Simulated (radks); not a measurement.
The numbers below are computed, except where a source is named.
All-electron atom: Cu2+ in [Ar] 3d9.

Level of theory: non-relativistic Kohn-Sham, r2SCAN, spin-polarised, spherical densities, point nucleus; open shells are filled with parallel spins first; meta-GGA in the generalised Kohn-Sham scheme (a radial shooting solver on a logarithmic mesh with Libxc functionals).

Energy parts (eV):
part                       energy
total                  -44611.499
kinetic                 44580.414
electron-nucleus      -106120.635
Hartree                 18739.260
exchange-correlation    -1810.539

Orbitals (lengths in bohr, moments of r in powers of bohr):
orbital  occ.  eigenvalue (eV)     <r^2>       <r^4>
1s up       1        -8798.993  0.003753  0.00003594
1s down     1        -8798.997  0.003753  0.00003594
2s up       1        -1076.228   0.06698    0.007790
2s down     1        -1075.416   0.06691    0.007772
2p up       3        -944.8024   0.05292    0.005652
2p down     3        -944.2008   0.05285    0.005636
3s up       1        -141.1366    0.5970      0.5789
3s down     1        -139.6439    0.5987      0.5828
3p up       3         -99.6515    0.6609      0.7669
3p down     3         -98.1625    0.6641      0.7760
3d up       5         -30.6249     1.069       2.926
3d down     4         -29.2313     1.106       3.184

The highest occupied level is 3d down at -29.231 eV. Virial ratio -V/T = 2.00070. The density falls to 0.001 e/bohr^3 at r = 2.89 bohr. Spin moment in Bohr magnetons: 1. The electron density at the nucleus is 1.663e+04 e/bohr^3.
